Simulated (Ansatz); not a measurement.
Program: Ansatz. Geometries: PBE0-D4/def2-TZVP. ΔE: electronic, gas phase. CBS: MP2 limit from def2 TZ/QZ plus the TZ coupled-cluster correction, frozen cores. This one scheme is used for every species. Functionals use def2-TZVPP. B3LYP here is the variant with VWN-RPA as its local correlation; programs differ in this. Elements past krypton have def2 core potentials. For Sn outer-core shells are correlated without core-valence functions, which leaves a few kJ/mol of doubt a bond. One conformer a species, not always the lowest.

Consider the cleavage of the Sn–Si bond: `[SiH3][SnH2][SiH3]` + `N[SiH3]` → `[SiH3][NH][SnH2][SiH3]` + SiH₄.

`[SiH3][SnH2][SiH3]`:

```xyz
11

Si    1.507    1.279   -0.857
Sn    0.236    0.057    1.003
Si   -1.698   -1.325    0.045
H     2.634    2.074   -0.300
H     0.586    2.195   -1.580
H     2.053    0.292   -1.827
H     1.308   -0.969    1.853
H    -0.373    1.195    2.126
H    -2.643   -0.435   -0.680
H    -1.172   -2.335   -0.910
H    -2.438   -2.029    1.126
```

`N[SiH3]`:

Cartesian coordinates in Å:
```
N -0.459 -0.001 -0.963
Si 0.374 -0.038 0.541
H -0.676 0.885 -1.390
H -1.189 -0.672 -1.144
H 1.557 0.855 0.430
H -0.408 0.409 1.733
H 0.802 -1.438 0.793
```

`[SiH3][NH][SnH2][SiH3]`:

```xyz
13

Si    1.774   -1.110    0.063
N     1.178    0.085   -1.006
Sn   -0.681    0.907   -1.033
Si   -1.789    0.408    1.221
H     1.943   -2.457   -0.557
H     3.093   -0.741    0.651
H     0.777   -1.239    1.163
H     1.764    0.350   -1.784
H    -1.544    0.250   -2.362
H    -0.456    2.579   -1.328
H    -0.911    0.848    2.334
H    -2.079   -1.042    1.353
H    -3.069    1.163    1.285
```

SiH₄:

Z-matrix (Å, degrees):
```
Si
H 1 1.485
H 1 1.485 2 109.5
H 1 1.485 2 109.5 3 -120.0
H 1 1.485 2 109.5 3 120.0
```

| level | ΔE (kJ/mol) | difference from CCSD(T)/CBS |
| --- | --- | --- |
| PBE-D4 | 37.8 | 15.0 |
| r2SCAN-D4 | 31.9 | 9.1 |
| PBE0-D4 | 37.3 | 14.5 |
| B3LYP-D4 | 25.2 | 2.4 |
| ωB97X-V | 24.1 | 1.3 |
| ωB97M-V | 25.6 | 2.8 |
| B2PLYP | 26.0 | 3.2 |
| r2SCAN | 33.2 | 10.4 |
| B3LYP | 32.6 | 9.8 |
| HF/def2-TZVPP | 20.7 | -2.1 |
| MP2/def2-TZVPP | 20.2 | -2.6 |
| SCS-MP2/def2-TZVPP | 15.7 | -7.1 |
| CCSD(T)/def2-TZVPP | 21.4 | -1.4 |
| MP2/def2-QZVPP | 20.4 | -2.4 |
| MP2/CBS(def2) | 21.6 | -1.2 |
| CCSD/CBS(def2) | 24.0 | 1.2 |
| CCSD(T)/CBS | 22.8 | 0 |

Largest T1 diagnostic among the species: 0.013.

The D4 term adds −7.4 kJ/mol with B3LYP and −4.1 kJ/mol with PBE0; it sums over pairs of atoms, weighted by their polarisabilities, and B3LYP, whose exchange is more repulsive, gets the larger term.
